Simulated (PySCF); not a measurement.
**Dipole response of Pb²⁺ (lead, charge +2)**

[Xe] 4f14 5d9 6s2 6p1, one real determinant (an excited configuration). Calculation: PySCF 2.14, in aug-cc-pwCVTZ-PP with ECP60MDF (8s7p6d4f1g, 96 functions); scalar relativity through the core potential. Coupled (time-dependent) response in atomic units; α is the mean over directions.

| method | mean α (bohr³) | α xx, yy, zz | C₆ (like pair) | S(−4) |
| --- | --- | --- | --- | --- |
| UHF | 17.61 | 16.85, 16.85, 19.13 | 135.0 | 76.61 |
| PBE | 16.61 | 15.50, 15.50, 18.81 | 125.9 | 68.80 |
| PBE0 | 16.71 | 15.72, 15.72, 18.68 | 126.9 | 68.62 |

S(−4) is the Cauchy moment in α(ω) = α(0) + S(−4) ω² + …

Spin-orbit coupling is absent.

α(iu) at PBE0:

```json
{"u (hartree)": "0", "α(iu) (bohr³)": "16.71"}
{"u (hartree)": "0.0500", "α(iu) (bohr³)": "16.54"}
{"u (hartree)": "0.100", "α(iu) (bohr³)": "16.05"}
{"u (hartree)": "0.200", "α(iu) (bohr³)": "14.44"}
{"u (hartree)": "0.300", "α(iu) (bohr³)": "12.51"}
{"u (hartree)": "0.500", "α(iu) (bohr³)": "9.162"}
{"u (hartree)": "0.750", "α(iu) (bohr³)": "6.511"}
{"u (hartree)": "1.00", "α(iu) (bohr³)": "4.941"}
{"u (hartree)": "1.50", "α(iu) (bohr³)": "3.235"}
{"u (hartree)": "2.00", "α(iu) (bohr³)": "2.324"}
{"u (hartree)": "3.00", "α(iu) (bohr³)": "1.375"}
{"u (hartree)": "5.00", "α(iu) (bohr³)": "0.6347"}
```

A single London oscillator, α(iu) = α/(1 + u²/ω²), gives C₆ = (3/4) ω α². Matching the computed C₆ needs ω = 4 × 126.9 / (3 × 16.71²) = 0.606 hartree.

For an ion, C₆ is the dispersion term alone; charge-induced terms of lower order in 1/R come first.

The components differ because the open shell of this determinant is not spherical; for a pure term their mean is the scalar polarisability.

⟨L²⟩ = 8.03 against 12 for a pure F term, so this real determinant mixes terms. Energies and moments cover only the electrons outside the core potential. Spin-orbit coupling, absent here, splits the open shell strongly.
